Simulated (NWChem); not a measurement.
All runs are NWChem calculations. System: H3P2, charge 1, spin multiplicity 1, at the geometry of a parent with another charge or spin, in a state set for the comparison that need not be this species' ground state. Level: RHF/def2-TZVP.

Job file:

```
start mol
memory heap 200 mb stack 900 mb global 1100 mb
charge 1
geometry units angstroms nocenter noautoz noautosym
  P      0.965856    -0.431159     0.428121
  P     -0.888767     0.314093    -0.469637
  H      1.689303     0.733612     0.010116
  H     -1.063498     1.503056     0.304711
  H     -1.782132    -0.480669     0.307910
end
basis spherical
  * library def2-tzvp
end
scf
  rhf
  nopen 0
  maxiter 100
  thresh 1e-7
  semidirect memsize 60000000 filesize 0
end
task scf energy
```

Output (cleaned and shortened):

```
             Northwest Computational Chemistry Package (NWChem) 7.3.0
             --------------------------------------------------------

                                NWChem Input Module
                                -------------------

 Scaling coordinates for geometry "geometry" by  1.889725989
 (inverse scale =  0.529177249)

                             Geometry "geometry" -> ""
                             -------------------------

 Output coordinates in angstroms (scale by  1.889725989 to convert to a.u.)

  No.       Tag          Charge          X              Y              Z
 ---- ---------------- ---------- -------------- -------------- --------------
    1 P                   15.0000     0.96585600    -0.43115900     0.42812100
    2 P                   15.0000    -0.88876700     0.31409300    -0.46963700
    3 H                    1.0000     1.68930300     0.73361200     0.01011600
    4 H                    1.0000    -1.06349800     1.50305600     0.30471100
    5 H                    1.0000    -1.78213200    -0.48066900     0.30791000

 Effective nuclear repulsion energy (a.u.)      80.2760375981

            Nuclear Dipole moment (a.u.)
            ----------------------------
        X                 Y               Z
 ---------------- ---------------- ----------------
     0.0000151178     0.0000170075    -0.0000056692


 Summary of "ao basis" -> "" (spherical)
 ------------------------------------------------------------------------------
       Tag                 Description            Shells   Functions and Types
 ---------------- ------------------------------  ------  ---------------------
 *                         def2-tzvp                  on all atoms

 Summary of "ao basis" -> "ao basis" (spherical)
 ------------------------------------------------------------------------------
       Tag                 Description            Shells   Functions and Types
 ---------------- ------------------------------  ------  ---------------------
 P                         def2-tzvp                13       37   5s5p2d1f
 H                         def2-tzvp                 4        6   3s1p

                                 NWChem SCF Module
                                 -----------------

  ao basis        = "ao basis"
  functions       =    92
  atoms           =     5
  closed shells   =    16
  open shells     =     0
  charge          =   1.00
  wavefunction    = RHF
  use symmetry    = F
  symmetry adapt  = F

 Summary of "ao basis" -> "ao basis" (spherical)
 ------------------------------------------------------------------------------
       Tag                 Description            Shells   Functions and Types
 ---------------- ------------------------------  ------  ---------------------
 P                         def2-tzvp                13       37   5s5p2d1f
 H                         def2-tzvp                 4        6   3s1p

 Forming initial guess at       0.0s

      Superposition of Atomic Density Guess
      -------------------------------------

 Sum of atomic energies:        -682.80165622

 Renormalizing density from      33.00 to     32

      Non-variational initial energy
      ------------------------------

 Total energy =    -670.049621
 1-e energy   =   -1070.517903
 2-e energy   =     320.192245
 HOMO         =      -0.626010
 LUMO         =      -0.499156

 Starting SCF solution at       0.7s

 ----------------------------------------------
         Quadratically convergent ROHF

 Convergence threshold     :          1.000E-07
 Maximum no. of iterations :          100
 Final Fock-matrix accuracy:          1.000E-09
 ----------------------------------------------

              iter       energy          gnorm     gmax       time
             ----- ------------------- --------- --------- --------
                 1     -682.7915278126  2.34D+00  5.71D-01      0.8
                 2     -682.8865794929  4.38D-01  9.73D-02      0.8
                 3     -682.9094938351  2.43D-02  8.24D-03      1.1
                 4     -682.9096351907  5.15D-04  2.42D-04      1.6
                 5     -682.9096353423  4.75D-07  8.58D-08      2.2
                 6     -682.9096353423  5.60D-09  2.28D-09      2.5

       Final RHF  results
       ------------------

         Total SCF energy =   -682.909635342319
      One-electron energy =  -1096.445400846437
      Two-electron energy =    333.259727905983
 Nuclear repulsion energy =     80.276037598134

        Time for solution =      1.8s

             Final eigenvalues
             -----------------

              1
    1  -80.2753
    2  -80.1985
    3   -7.8140
    4   -7.7416
    5   -5.7057
    6   -5.7042
    7   -5.7036
    8   -5.6354
    9   -5.6346
   10   -5.6342
   11   -1.1436
   12   -0.9922
   13   -0.7751
   14   -0.7197
   15   -0.6824
   16   -0.6029
   17   -0.2701
   18   -0.0991
   19   -0.0794
   20   -0.0590
   21   -0.0243
   22    0.0705
   23    0.0957
   24    0.1079
   25    0.1153
   26    0.1244

                       ROHF Final Molecular Orbital Analysis
                       -------------------------------------

 Vector   14  Occ=2.000000D+00  E=-7.196855D-01
              MO Center= -2.6D-01, -9.1D-03,  6.0D-02, r^2= 2.9D+00
   Bfn.  Coefficient  Atom+Function         Bfn.  Coefficient  Atom+Function
  ----- ------------  ---------------      ----- ------------  ---------------
    52     -0.275894  2 P  px                15      0.268090  1 P  px
    88      0.210176  5 H  s                 76      0.172848  3 H  s

 Vector   15  Occ=2.000000D+00  E=-6.823763D-01
              MO Center=  2.7D-01, -8.6D-02,  1.6D-01, r^2= 3.0D+00
   Bfn.  Coefficient  Atom+Function         Bfn.  Coefficient  Atom+Function
  ----- ------------  ---------------      ----- ------------  ---------------
     4      0.279218  1 P  s                 16     -0.257746  1 P  py
     5      0.215751  1 P  s                 17      0.215630  1 P  pz
    54      0.176085  2 P  pz                52     -0.169798  2 P  px
     3     -0.159516  1 P  s                 41     -0.157227  2 P  s
    53      0.154240  2 P  py                82      0.151884  4 H  s

 Vector   16  Occ=2.000000D+00  E=-6.029074D-01
              MO Center= -2.5D-01,  2.7D-02, -3.3D-01, r^2= 2.9D+00
   Bfn.  Coefficient  Atom+Function         Bfn.  Coefficient  Atom+Function
  ----- ------------  ---------------      ----- ------------  ---------------
    54      0.371617  2 P  pz                41     -0.253308  2 P  s
    16      0.231659  1 P  py                57      0.221985  2 P  pz
    15     -0.220642  1 P  px                42     -0.221292  2 P  s

 Vector   17  Occ=0.000000D+00  E=-2.700854D-01
              MO Center=  6.5D-01, -2.6D-01,  2.6D-01, r^2= 3.0D+00
   Bfn.  Coefficient  Atom+Function         Bfn.  Coefficient  Atom+Function
  ----- ------------  ---------------      ----- ------------  ---------------
    20      0.427812  1 P  pz                17      0.402995  1 P  pz
    19      0.193680  1 P  py                16      0.177367  1 P  py
    57     -0.172717  2 P  pz                42      0.167920  2 P  s
    14      0.163532  1 P  pz                54     -0.157127  2 P  pz

 Vector   18  Occ=0.000000D+00  E=-9.913966D-02
              MO Center=  2.4D-01, -9.9D-02,  1.1D-01, r^2= 5.2D+00
   Bfn.  Coefficient  Atom+Function         Bfn.  Coefficient  Atom+Function
  ----- ------------  ---------------      ----- ------------  ---------------
    18      0.998631  1 P  px                42      0.982451  2 P  s
    55      0.680866  2 P  px                77     -0.526567  3 H  s
     5     -0.455434  1 P  s                 57      0.434070  2 P  pz
    15      0.300682  1 P  px                52      0.281129  2 P  px
    83     -0.242636  4 H  s                 20      0.240016  1 P  pz

 Vector   19  Occ=0.000000D+00  E=-7.944929D-02
              MO Center=  1.7D-01,  2.0D-01, -4.2D-04, r^2= 5.7D+00
   Bfn.  Coefficient  Atom+Function         Bfn.  Coefficient  Atom+Function
  ----- ------------  ---------------      ----- ------------  ---------------
    77     -1.165008  3 H  s                  5      1.109204  1 P  s
    55     -0.863454  2 P  px                19      0.696682  1 P  py
    83     -0.602470  4 H  s                 89     -0.605424  5 H  s
    20     -0.482312  1 P  pz                42      0.326064  2 P  s
    57      0.284089  2 P  pz                 4      0.224148  1 P  s

 center of mass
 --------------
 x =   0.03555321 y =  -0.05398985 z =  -0.01914701

 moments of inertia (a.u.)
 ------------------
          87.505128434011          75.024146592025         -88.869912938948
          75.024146592025         261.566614969121          35.657894666081
         -88.869912938948          35.657894666081         258.429534988110

  Mulliken analysis of the total density
  --------------------------------------

    Atom       Charge   Shell Charges
 -----------   ------   -------------------------------------------------------
    1 P   15    14.54   2.01  0.54  1.43  1.17  0.69  4.16  1.71  0.59  1.57  0.51  0.05  0.12  0.01
    2 P   15    14.95   2.01  0.53  1.44  1.02  0.67  4.17  1.70  0.65  1.87  0.67  0.07  0.15  0.01
    3 H    1     0.83   0.23  0.51  0.08  0.02
    4 H    1     0.83   0.22  0.49  0.10  0.02
    5 H    1     0.85   0.23  0.50  0.10  0.02

       Multipole analysis of the density wrt the origin
       ------------------------------------------------

     L   x y z        total         open         nuclear
     -   - - -        -----         ----         -------
     0   0 0 0      1.000000      0.000000     33.000000

     1   1 0 0      0.371390      0.000000      0.000015
     1   0 1 0      0.182175      0.000000      0.000017
     1   0 0 1      0.370216      0.000000     -0.000006

     2   2 0 0    -12.663095      0.000000    117.854178
     2   1 1 0     -0.714024      0.000000    -35.483822
     2   1 0 1      0.957392      0.000000     41.452235
     2   0 2 0    -16.968036      0.000000     26.056964
     2   0 1 1      0.277736      0.000000    -16.655632
     2   0 0 2    -17.471299      0.000000     22.302929

 Task  times  cpu:        2.5s     wall:        2.5s

 Total times  cpu:        2.6s     wall:        2.6s
```
